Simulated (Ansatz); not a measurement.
Species: sum formula ZrH3F (charge 0, singlet). SMILES: [F][ZrH3]
Coordinates optimised at B3LYP-D3(BJ)/def2-TZVP (Ansatz, a quantum-chemistry and plane-wave program):
```xyz
5

Zr    -0.2836    -0.0072    -0.0719
F      1.5463     0.0394     0.3918
H     -1.2661     0.7171     1.3198
H     -0.7778    -1.7682    -0.3570
H     -0.5292     0.9855    -1.6149
```
Charge 0, spin multiplicity 1.

Wanted: vertical ionisation energy (to the doublet state of charge +1; each state is the SCF solution reached for its spin; the molecule has degenerate orbitals, so one determinant may break the symmetry; for the doublet the Hartree-Fock reference is unstable and T1 is 0.034), in eV. Valence correlation only, unless marked. UHF or UKS for open shells. No spin-orbit coupling. The frozen core is the preceding noble-gas configuration, with the filled d and f shells of earlier blocks. Past Kr the def2 sets carry scalar-relativistic core potentials.  The program attaches cautions to a run behind CCSD/def2-SVPD: other roots.

| level | program | vertical ionisation energy (eV) |
|---|---|---|
| RI-HF/def2-TZVPPD | Ansatz | 10.43 |
| SVWN5/def2-TZVPD | Ansatz | 10.59 |
| B3LYP/def2-TZVPD | Ansatz | 10.94 |
| CAM-B3LYP/def2-TZVPD | Ansatz | 11.17 |
| wB97M-V/def2-TZVPD | Ansatz | 11.20 |
| wB97X-V/def2-TZVPD | Ansatz | 11.28 |
| RI-MP2/def2-TZVPPD | Ansatz | 11.07 |
| RI-MP2/def2-QZVPPD | Ansatz | 11.11 |
| CCSD/def2-SVPD | Ansatz | 11.12 |
